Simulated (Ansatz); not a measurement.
**Energy profile**

The step: SiH₂Cl₂O ([OH][SiH]([Cl])[Cl]) + HCl → SiHCl₃ ([Cl][SiH]([Cl])[Cl]) + H₂O; bonds formed: Si1–Cl7, O2–H6; bonds broken: Si1–O2, H6–Cl7 (atoms numbered as in the saddle structure below).

Si1  (0.078, 0.604, -0.273)
O2  (-0.480, -0.781, 0.683)
Cl3  (-1.008, 0.869, -1.955)
Cl4  (-0.785, 1.965, 1.070)
H5  (1.468, 1.049, -0.217)
H6  (0.156, -1.522, 0.228)
Cl7  (1.149, -1.502, -1.175)
H8  (-0.578, -0.683, 1.639)
(Å)

Electronic energies by CCSD(T) at an estimated basis limit (MP2 extrapolated from triple and quadruple zeta, plus CCSD(T) − MP2 in triple zeta), on PBE0-D4/def2-TZVP structures; SiH3Cl3O, singlet; no counterpoise correction. Program: Ansatz 0.2.0. Basis: def2-TZVPP and def2-QZVPP. Cores are frozen in the correlated methods. Extrapolation: Hartree–Fock as exp(−7.88 √X), correlation as X^−2.97.

**Question.** Give the profile in kcal/mol, counted from the separated reactants. (An estimate is asked for; the value comes from the calculation.)

**Answer.** By the calculation:
| point | kcal/mol |
| --- | --- |
| separated: SiH2Cl2O (linked as [OH][SiH]([Cl])[Cl]; Si1, O2, Cl3, Cl4, H5, H8; singlet) + HCl (H6, Cl7; singlet) | 0.00 |
| start structure | -3.59 |
| saddle | 22.27 |
| end structure | 1.17 |
| separated: SiHCl3 (linked as [Cl][SiH]([Cl])[Cl]; Si1, Cl3, Cl4, H5, Cl7; singlet) + H2O (O2, H6, H8; singlet) | 2.93 |

T1 diagnostic: at most 0.010.

Hydrogen chloride, the by-product of chloride precursors, can attack films and sites by steps of this kind.

For scale, one of the runs: CCSD(T)/def2-TZVPP, 241 basis functions, launched by `ansatz run in.yaml --threads 8 --pin off --events-out ev --progress --plain --max-ram 19148MiB`. Hardware: 8 CPU threads of an Arm Neoverse V2, shared host. Wall time 65 s; peak host memory 4.3 GiB.
